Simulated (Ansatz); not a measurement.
C3H9NSi2, SMILES C#C[Si@@H](C)N[SiH3].

The structure is a stationary point at B3LYP-D3(BJ)/def2-SVP. The structure was generated by enumeration; whether it is a known compound was not checked. Other conformers were not sampled.

Two levels are set side by side: PBE/def2-SVPD (Ansatz, an electronic-structure program) and CAM-B3LYP/def2-SVPD (Ansatz). Energy differences of separate SCF runs at the same geometry; the states with an electron removed or added have multiplicity 2 and 2. Differences are taken from unrounded values.

```tsv
quantity	PBE
vertical ionisation energy (eV)	8.89
vertical singlet–triplet gap (eV)	4.92
```

**Question.** These are the PBE values. What does CAM-B3LYP give? (An estimate is asked for; the answer gives what the named calculation found.)

**Answer.** 
| quantity | CAM-B3LYP | PBE minus CAM-B3LYP |
|---|---|---|
| vertical ionisation energy (eV) | 9.48 | -0.59 |
| vertical singlet–triplet gap (eV) | 5.13 | -0.21 |
